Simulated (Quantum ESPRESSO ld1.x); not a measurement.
Q: These are the eigenvalues of the occupied orbitals of an atom or ion with whole-number occupations (eV). Calculated with ld1.x of Quantum ESPRESSO 7.5: scalar-relativistic Kohn-Sham, relativistic LDA (MacDonald-Vosko exchange, VWN5 correlation), spin-unpolarised, spherical densities, point nucleus.

1s: -75039.7
2s: -14465.5
2p: -12830.6
3s: -4602.57
3p: -4120.21
3d: -3591.54
4s: -2064.81
4p: -1886.91
4d: -1680.31

Which element is it, and in what charge state? The configuration may be excited.

A: Z = 76, osmium, charge +38: Os38+ in [Kr] 4d2. The list shows which subshells hold electrons but not how many an open one holds; the 1s level, -2757.7 hartree, gives Z - s = 74.3 by -(Z - s)^2/2, which with screening and relativity narrows Z to a few neighbours, and the depths of the outer levels then fix element, charge and occupations together.
